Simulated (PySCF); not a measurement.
# Polarisability and C₆ of Ge (germanium, neutral)

[Ar] 3d10 4s1 4p3, high-spin 5S determinant (an excited configuration). Calculation: PySCF 2.14, in aug-cc-pVQZ-PP with one added diffuse shell each of s, p, d, f, g type with ECP10MDF (8s7p6d4f3g, 114 functions); scalar relativity through the core potential. Coupled (time-dependent) response in atomic units; α is the mean over directions.

| method | mean α (bohr³) | C₆ (like pair) | S(−4) |
| --- | --- | --- | --- |
| UHF | 36.19 | 306.6 | 440.6 |
| PBE | 42.20 | 369.3 | 704.2 |
| PBE0 | 39.60 | 341.7 | 582.3 |

S(−4) is the Cauchy moment in α(ω) = α(0) + S(−4) ω² + …

α(iu) at PBE0:

```tsv
u (hartree)	α(iu) (bohr³)
0	39.60
0.0500	38.21
0.100	34.70
0.200	26.01
0.300	18.92
0.500	10.65
0.750	6.057
1.00	3.924
1.50	2.091
2.00	1.334
3.00	0.7047
5.00	0.3040
```

A single London oscillator, α(iu) = α/(1 + u²/ω²), gives C₆ = (3/4) ω α². Matching the computed C₆ needs ω = 4 × 341.7 / (3 × 39.60²) = 0.291 hartree.

Energies and moments cover only the electrons outside the core potential.
